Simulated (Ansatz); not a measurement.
[closo-1-(NH2)B7H6]2- (B₇NH₈²⁻). Total charge -2; triplet. Geometry PBE-D4/def2-SVPD, that of the charge -2 singlet.

```xyz
16

B     1.188   -0.328   -0.928
B     1.257   -0.376    0.737
B    -0.379   -0.666   -0.026
B    -0.891    1.107    0.043
B    -0.024    0.517    1.336
B     0.929    1.248   -0.045
B    -0.155    0.566   -1.357
H     1.975   -0.871   -1.704
H     2.109   -0.956    1.413
N    -1.254   -1.931   -0.010
H    -1.517   -2.137    0.961
H    -2.140   -1.724   -0.486
H    -1.913    1.796    0.103
H    -0.285    0.693    2.530
H     1.629    2.263   -0.057
H    -0.531    0.801   -2.508
```

A multiply charged anion in the gas phase is held together partly by the finite basis. At PBE-D4/def2-TZVPD, r2SCAN-D4/def2-TZVPD, PBE0-D4/def2-TZVPD the highest occupied level of the charge -2 triplet lies above zero (up to 4.80 eV). The electron is either unbound and held by the finite basis, or the level is raised by self-interaction error. At PBE0-D4/def2-TZVPD a singlet of charge -2 lies 2.49 eV below the triplet at the same geometry.

Problem. Estimate the α-spin orbital energies around the gap (eV) in Ansatz with PBE-D4/def2-TZVPD, r2SCAN-D4/def2-TZVPD, PBE0-D4/def2-TZVPD.

Solution. 
```
orbital  PBE-D4/def2-TZVPD  r2SCAN-D4/def2-TZVPD  PBE0-D4/def2-TZVPD
 HOMO−5               0.01                 -0.26               -1.30
 HOMO−4               1.08                  0.90                0.04
 HOMO−3               1.17                  0.97                0.09
 HOMO−2               1.63                  1.49                0.54
 HOMO−1               1.73                  1.58                0.63
   HOMO               4.73                  4.80                4.45
   LUMO               5.11                  5.56                5.45
 LUMO+1               5.27                  5.62                5.61
 LUMO+2               5.29                  5.68                5.61
 LUMO+3               5.45                  5.90                5.77
 LUMO+4               5.58                  6.03                5.89
 LUMO+5               5.58                  6.06                5.90
 β HOMO               1.77                  1.60                0.67
 β LUMO               1.89                  2.06                2.62
```
